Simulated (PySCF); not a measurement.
Below is a simulated gas-phase C 1s photoelectron spectrum of `C1CCN(C2CC2)C1`.

Every computed line was given a Gaussian of 0.7 eV full width at half maximum and an area set by the number of equivalent atoms; the highest printed point is 100. Method used: PySCF 2.14.0, delta-SCF UKS SCAN, pcX-2 on the ionised atom, pcseg-1 elsewhere, spin-free X2C.

(binding energy (eV), intensity): (289.3, 0), (289.4, 1), (289.5, 2), (289.6, 6), (289.7, 12), (289.8, 22), (289.9, 37), (290.0, 55), (290.1, 74), (290.2, 89), (290.3, 98), (290.4, 100), (290.5, 97), (290.6, 92), (290.7, 87), (290.8, 83), (290.9, 79), (291.0, 72), (291.1, 60), (291.2, 47), (291.3, 33), (291.4, 21), (291.5, 12), (291.6, 6), (291.7, 3), (291.8, 1), (291.9, 0), (292.0, 0)

**Question.** How many maxima does the curve show, and how many computed lines lie under it?

**Answer.** The curve has 1 maximum (at 290.4 eV). Under it lie 4 lines from 4 inequivalent carbon sites. At this width some lines have no maximum of their own.

**Question.** Decompose the envelope and assign each component. Numbering: `[CH2:1]1[CH2:2][CH2:3][N:4]([CH:5]2[CH2:6][CH2:7]2)[CH2:8]1`.

**Answer.** 
| position (eV) | relative area | line | atoms | environment |
| --- | --- | --- | --- | --- |
| 290.28 | 2 | C 1s | C1/C2 | ring CH2 carbon |
| 290.32 | 2 | C 1s | C6/C7 | three-membered-ring carbon |
| 290.90 | 2 | C 1s | C3/C8 | sp3 carbon bound to nitrogen |
| 291.01 | 1 | C 1s | C5 | sp3 carbon bound to nitrogen |

**Question.** What are the centre and the root-mean-square width of the whole band?

**Answer.** The area-weighted mean of the lines is 290.57 eV. Their own spread about it is 0.32 eV (rms) and each Gaussian has σ = 0.7/2.355 = 0.30 eV; the variances add, which gives 0.43 eV.

The listed C 1s values span 0.73 eV, from C1/C2 (bonded to 2 C and 2 H) to C5 (bonded to N, 2 C and H). Summing the Pauling electronegativity differences to the bonded atoms, each weighted by its formal bond order, gives -0.70 for the lowest site and +0.14 for the highest; no listed site has a larger sum than the highest. The values 290.28 and 290.32 eV lie too close for their order to be trusted.

The curve has no shake-up lines and no vibrational structure. Topologically equivalent atoms share the value of their first member; where this conformer doesn't relate them by symmetry, their own values could differ. Isolated species at its PBE0-D3(BJ)/def2-SVP geometry (one conformer only).
